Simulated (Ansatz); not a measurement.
Relaxation of BrClFH$_{5}$OW (10 atoms, charge 0, multiplicity 1), to a largest force component of 0.03 eV/Å in at most 50 steps.

Theory: Ansatz 0.2.0, RKS LDA/def2-SVP.

```xyz
10
Properties=species:S:1:pos:R:3:forces:R:3
W 0.013 -0.628 -0.268 -0.75 -0.22 0.63
F 0.237 -0.830 2.748 0.28 0.00 -0.38
O 1.661 0.068 0.011 0.11 -0.07 0.26
H 2.193 0.578 0.661 -0.08 -0.01 -0.18
H -0.675 0.802 -0.891 -0.03 -0.06 -0.02
H -0.527 0.699 0.642 0.06 0.03 -0.07
Cl 0.213 -2.946 -0.377 0.04 0.18 0.00
H -0.020 -0.507 -1.937 -0.04 0.05 -0.06
Br -2.409 -1.046 0.385 0.87 0.11 -0.06
H -0.664 -0.912 2.496 -0.47 -0.01 -0.11
```

Problem. Where does it end, and by what steps?

Solution. The run converged. After 10 steps the energy has fallen by 0.337 eV; F2 moved furthest, 0.54 Å. Joined: W1–F2 (3.03 → 2.41 Å).

```
step  energy less start (eV)  largest force component (eV/Å)  accepted
   0                  0.0000                           0.867       yes
   1                 -0.1467                           0.770       yes
   2                 -0.2619                           0.497       yes
   3                 -0.3112                           0.482       yes
   4                 -0.3181                           0.406       yes
   5                 -0.3299                           0.307       yes
   6                 -0.3312                           0.124       yes
   7                 -0.3355                           0.072       yes
   8                 -0.3366                           0.090       yes
   9                 -0.3369                           0.058       yes
  10                 -0.3374                           0.013       yes
```

```xyz
10
Properties=species:S:1:pos:R:3
W 0.032 -0.591 -0.094
F 0.156 -1.060 2.271
O 1.692 0.111 0.094
H 2.201 0.811 0.550
H -0.654 0.715 -0.922
H -0.455 0.857 0.663
Cl 0.145 -2.917 -0.215
H 0.057 -0.631 -1.778
Br -2.338 -0.905 0.659
H -0.813 -1.113 2.242
```

Time of the run: 29 s on 4 threads of Arm Neoverse N1, on a shared host, peak memory 0.21 GiB.
